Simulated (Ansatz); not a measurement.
Born–Oppenheimer molecular dynamics of ClGaH6O2Si (11 atoms, charge 0, multiplicity 1). It starts at the highest image of a converged band. Of that band: A vibrational analysis at the climbing image gives one clearly imaginary mode, 881i cm⁻¹, and a faint second one (38i cm⁻¹) that may be numerical noise or a soft torsion: probably a first-order saddle point.

The calculation used RKS B3LYP/def2-SVP in Ansatz 0.2.0.

- ensemble: NVE (velocity Verlet)
- time step: 0.5 fs
- steps asked: 200
- starting velocities drawn for: 300 K
- seed: 9280

First frame:

```xyz
11
Properties=species:S:1:pos:R:3
Ga 0.089 0.113 0.064
O -0.658 -0.282 1.813
H -1.618 -0.287 1.931
Cl 1.817 -1.140 -0.318
H -0.898 0.554 -1.052
O 0.619 1.559 1.331
Si 1.903 2.561 1.769
H 3.205 1.885 1.520
H 1.829 3.814 0.968
H 1.761 2.876 3.217
H -0.047 0.829 1.964
```

(1) How far do the bonds stretch over the last three quarters of this one trajectory? (Pairs bonded in most of those frames.)

## Answers

(1) 
```json
{"bond": "Ga1–O2", "mean (Å)": "1.813", "spread (Å)": "0.021", "shortest": "1.78", "longest": "1.85"}
{"bond": "Ga1–Cl4", "mean (Å)": "2.203", "spread (Å)": "0.029", "shortest": "2.15", "longest": "2.24"}
{"bond": "Ga1–H5", "mean (Å)": "1.560", "spread (Å)": "0.005", "shortest": "1.55", "longest": "1.57"}
{"bond": "Ga1–O6", "mean (Å)": "2.224", "spread (Å)": "0.132", "shortest": "1.99", "longest": "2.37"}
{"bond": "O2–H3", "mean (Å)": "0.967", "spread (Å)": "0.018", "shortest": "0.94", "longest": "0.99"}
{"bond": "O6–Si7", "mean (Å)": "1.719", "spread (Å)": "0.016", "shortest": "1.68", "longest": "1.74"}
{"bond": "O6–H11", "mean (Å)": "0.977", "spread (Å)": "0.017", "shortest": "0.95", "longest": "1.02"}
{"bond": "Si7–H8", "mean (Å)": "1.482", "spread (Å)": "0.021", "shortest": "1.45", "longest": "1.51"}
{"bond": "Si7–H9", "mean (Å)": "1.487", "spread (Å)": "0.019", "shortest": "1.46", "longest": "1.52"}
{"bond": "Si7–H10", "mean (Å)": "1.492", "spread (Å)": "0.043", "shortest": "1.43", "longest": "1.55"}
```

Mean temperature of the second half: 203 K. The conserved energy stayed within 0.12 meV per atom of its start (net change 0.093 meV per atom), so the integration is sound. A run of 0.1 ps of so small a system gives no equilibrium averages. The orbitals stay closed-shell, which can raise the energy where a bond breaks towards radicals; this wasn't checked here.

Time of the run: 13 min on 4 threads of Intel(R) Xeon(R) Platinum 8259CL CPU @ 2.50GHz (Skylake/Cascade Lake) (shared host), peak memory 0.39 GiB.
